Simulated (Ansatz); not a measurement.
Reaction (redistribution): `OBN[SiH2]O` + `[CH3][Ga]1[CH2][S]1` → `O[SiH2][Ga]1[CH2][S]1` + `CNBO`

Computed with Ansatz on PBE0-D4/def2-TZVP structures; ΔE is electronic, products minus reactants. CCSD(T)/CBS is the MP2 limit (def2-TZVPP, def2-QZVPP) plus CCSD(T) − MP2 in def2-TZVPP, frozen cores. DFT in def2-TZVPP. For Ga outer-core shells are correlated without core-valence functions, which leaves a few kJ/mol of doubt a bond. Scalar relativity is left out up to krypton. Each species was taken in one conformer, which may not be the lowest.

CCSD(T)/CBS gives +107.4 kJ/mol.

Another level gave +99.8 kJ/mol. Which?
A. r2SCANh/def2-TZVPP
B. MP2/def2-TZVPP
C. revPBE/def2-TZVPP
D. PBE0-D4/def2-TZVPP

A. r2SCANh 99.8, MP2/def2-TZVPP 117.0, PBE0-D4 91.2, revPBE 78.2 kJ/mol.

Largest T1 diagnostic among the species: 0.015.

At CCSD(T), def2-SVP lies −22.3 kJ/mol from the extrapolated value and def2-TZVPP +0.0 kJ/mol. From PBE to PBE0 (25 % exact exchange), in def2-TZVPP and without D4, ΔE moves by +9.4 kJ/mol. Leaving LDA and LC-ωPBE aside and taking each functional with its dispersion term where it has one, the values, not all of them listed here, spread over 24.6 kJ/mol, from PBE-D4 to ωB97M-V. LDA lies +4.8 kJ/mol from PBE without D4.
